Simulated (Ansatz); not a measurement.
Species: BeCl2 (charge 0, singlet). 
Structure (B3LYP-D3(BJ)/def2-TZVP (Ansatz, a program for electronic structure) minimum search):
```xyz
3

Be     0.0000     0.0000     0.0000
Cl     0.0000     0.0000    -1.8041
Cl     0.0000     0.0000     1.8041
```

Parts of the frozen-core correlation energy in STO-3G (Ansatz, hartree). Frozen orbitals: 11; correlated occupied orbitals by spin: 8 and 8; virtual: 4 and 4. Spin-orbit coupling is left out. No relativistic terms.

| term | value |
|---|---|
| reference (HF) | -923.77050 |
| MP2 opposite-spin | -0.02679 |
| MP2 same-spin | [?] |
| CCSD correlation | [?] |
| (T) | [?] |
| FCI minus CCSD(T) | -0.00024 |
| T1 diagnostic | 0.014 |
| largest doubles amplitude | 0.037 |

Problem. What belongs in the gaps?

Solution. 
- MP2 same-spin, value: -0.00842
- CCSD correlation, value: -0.04184
- (T), value: -0.00291
